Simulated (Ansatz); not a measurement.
Ga(Me)(PH2)2 (CH7GaP2), SMILES [CH3][Ga]([PH2])[PH2].

Geometry: r2SCAN-D4/def2-SVP. The structure was generated by enumeration; whether it is a known compound was not checked. The values are those of a single conformer.

Two levels are set side by side: PBE/def2-SVPD (Ansatz, a first-principles code) and CAM-B3LYP/def2-SVPD (Ansatz). Energy differences of separate SCF runs at the same geometry; the states with an electron removed or added have multiplicity 2 and 2. Differences are taken from unrounded values.

```tsv
quantity	CAM-B3LYP
vertical ionisation energy (eV)	8.72
vertical singlet–triplet gap (eV)	4.06
```

**Question.** What does PBE give, and how far is it from CAM-B3LYP? (The exact figures need the calculation; the answer reports its results.)

**Answer.** 
```csv
quantity,PBE,PBE minus CAM-B3LYP
vertical ionisation energy (eV),8.38,-0.34
vertical singlet–triplet gap (eV),3.65,-0.41
```
